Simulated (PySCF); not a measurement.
C₅H₇NSSi.
Bonds: Si1–S2, S2–C3, C3–C4 (aromatic), C4–C5 (aromatic), C5–N6 (aromatic), N6–C7 (aromatic), C7–C8 (aromatic), C3–C8 (aromatic). Hydrogens: H9, H10, H11 on Si1; H12 on C4; H13 on C5; H14 on C7; H15 on C8.

Computed, not measured: PBE0-D3(BJ)/def2-SVP geometry optimisation, gas phase (PySCF 2.14.0).

(1) List the bond lengths, angles and torsions at this level.

Results:

(1) 
```tsv
bond	length (Å)	order
Si1–S2	2.152	single
S2–C3	1.768	single
C3–C4, C3–C8	1.399	aromatic
C4–C5, C7–C8	1.393	aromatic
C5–N6, N6–C7	1.330	aromatic
Si1–H9, Si1–H10, Si1–H11	1.491	single
C4–H12, C8–H15	1.092	single
C5–H13, C7–H14	1.096	single
```

Bonds in one row agree within 0.01 Å and their mean is given. Orders are formal, as drawn. A selection of angles:
```tsv
angle	degrees
Si1–S2–C3	104.6
S2–C3–C4	116.9
S2–C3–C8	125.5
C4–C3–C8	117.6
C3–C4–C5	118.7
C4–C5–N6	124.0
C5–N6–C7	117.0
```

Dihedral angles: Si1–S2–C3–C4 179° (antiperiplanar).

Si1 (SiH3 silicon) is distorted tetrahedral (angles from 102.7° to 111.8°). The 8 heavy atoms lie in one plane (0.010 Å rms). Of the pairs four or more bonds apart, Si1···H15 is among the closest relative to their van der Waals radii: 2.71 Å, 82 % of the sum of Bondi's values. The 6-membered ring C3–C4–C5–N6–C7–C8 has internal angles of 117.0° to 124.1° (sum 720°, against 720° for a flat polygon); it is planar, 0.00 Å rms from its mean plane, widest ring torsion 0°.

No PBE0-D3(BJ)/def2-SVP frequencies stand behind this structure, so it isn't proved a minimum. One conformer, not necessarily the lowest.
